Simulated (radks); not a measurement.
Values are calculated unless marked as measured or tabulated.
Problem. Er XLI, configuration [Ar] 3d10 (the NIST ground configuration). Level of theory: scalar-relativistic Kohn-Sham, r2SCAN, spin-polarised, spherical densities, finite nucleus; meta-GGA in the generalised Kohn-Sham scheme; Fermi nuclear charge, rms radius 5.2516 fm (a radial shooting solver on a logarithmic mesh with Libxc functionals). Some entries of the table are withheld. Estimate them.

| orbital | occ. | eigenvalue (eV) | <r^2> (bohr^2) | <r> (bohr) |
|---|---|---|---|---|
| 1s | 2 | -59290.69 | (1) | 0.02037 |
| 2s | 2 | -11477.40 | (2) | 0.08625 |
| 2p | 6 | -10362.56 | (3) | 0.07651 |
| 3s | 2 | -3884.105 | 0.05561 | 0.2208 |
| 3p | 6 | -3541.246 | 0.05537 | 0.2189 |
| 3d | 10 | -3126.126 | 0.04537 | 0.1974 |
| 4s | 0 | -1879.801 | (4) | 0.4391 |
| 4p | 0 | -1749.180 | 0.2273 | 0.4483 |

Solution. 
(1) 1s <r^2> (bohr^2): 0.0005679
(2) 2s <r^2> (bohr^2): 0.008791
(3) 2p <r^2> (bohr^2): 0.007146
(4) 4s <r^2> (bohr^2): 0.2167
